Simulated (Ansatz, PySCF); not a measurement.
2-methylazaborolidine (C4H10BN), SMILES CB1NCCC1. Atoms are numbered in the order given.

```xyz
16

C      2.2996    -0.5962     0.0130
B      0.7757    -0.2070     0.0264
C     -0.4560    -1.0375     0.6007
C     -1.6618    -0.2995    -0.0008
C     -1.1890     1.1390    -0.2421
N      0.2429     1.0010    -0.4429
H      2.4547    -1.5179    -0.5730
H      2.9600     0.1826    -0.3987
H      2.6439    -0.8298     1.0348
H     -0.4526    -2.1160     0.3797
H     -0.4409    -0.9516     1.7045
H     -2.5726    -0.3342     0.6172
H     -1.9164    -0.7554    -0.9719
H     -1.4077     1.7834     0.6324
H     -1.6870     1.6036    -1.1103
H      0.7652     1.7941    -0.7927
```
Charge 0, spin multiplicity 1.

Geometry optimised at PBE0-D3(BJ)/def2-SVP. The values are those of a single conformer.

Two levels are set side by side: PBE-D3(BJ)/def2-SVP (Ansatz, a program for electronic structure) and PBE0-D3(BJ)/def2-SVP (Ansatz). Each level has its own optimised geometry; the coordinates shown are those of the second. Frequencies come from the Hessian of PySCF at each geometry. Differences are taken from unrounded values.

| quantity | PBE0-D3(BJ) |
|---|---|
| mean bond length (Å) | 1.252 |
| bond C1–B2 (Å) | 1.573 |
| bond B2–C3 (Å) | 1.593 |
| bond B2–N6 (Å) | 1.401 |
| bond C3–C4 (Å) | 1.536 |
| bond C4–C5 (Å) | 1.533 |
| bond C5–N6 (Å) | 1.452 |
| bond C1–H7 (Å) | 1.103 |
| bond C1–H8 (Å) | 1.101 |
| bond C1–H9 (Å) | 1.103 |
| bond C3–H10 (Å) | 1.101 |
| bond C3–H11 (Å) | 1.107 |
| bond C4–H12 (Å) | 1.101 |
| bond C4–H13 (Å) | 1.103 |
| bond C5–H14 (Å) | 1.108 |
| bond C5–H15 (Å) | 1.103 |
| bond N6–H16 (Å) | 1.012 |
| highest harmonic wavenumber (cm⁻¹) | 3665 |
| mean harmonic wavenumber (cm⁻¹) | 1490 |
| zero-point energy (kcal/mol) | 89.46 |

Question: What does PBE-D3(BJ) give, and how far is it from PBE0-D3(BJ)? (An estimate is asked for; the answer gives what the named calculation found.)

Answer: 
| quantity | PBE-D3(BJ) | PBE-D3(BJ) minus PBE0-D3(BJ) |
|---|---|---|
| mean bond length (Å) | 1.260 | 0.009 |
| bond C1–B2 (Å) | 1.578 | 0.005 |
| bond B2–C3 (Å) | 1.600 | 0.007 |
| bond B2–N6 (Å) | 1.410 | 0.009 |
| bond C3–C4 (Å) | 1.546 | 0.010 |
| bond C4–C5 (Å) | 1.543 | 0.010 |
| bond C5–N6 (Å) | 1.463 | 0.011 |
| bond C1–H7 (Å) | 1.112 | 0.008 |
| bond C1–H8 (Å) | 1.109 | 0.008 |
| bond C1–H9 (Å) | 1.112 | 0.008 |
| bond C3–H10 (Å) | 1.109 | 0.008 |
| bond C3–H11 (Å) | 1.116 | 0.008 |
| bond C4–H12 (Å) | 1.109 | 0.008 |
| bond C4–H13 (Å) | 1.111 | 0.008 |
| bond C5–H14 (Å) | 1.117 | 0.009 |
| bond C5–H15 (Å) | 1.112 | 0.009 |
| bond N6–H16 (Å) | 1.021 | 0.009 |
| highest harmonic wavenumber (cm⁻¹) | 3536 | -128 |
| mean harmonic wavenumber (cm⁻¹) | 1442 | -48 |
| zero-point energy (kcal/mol) | 86.57 | -2.90 |

Exact exchange shortens and stiffens bonds; PBE has none. Differences between two approximate levels are no errors against the true value.
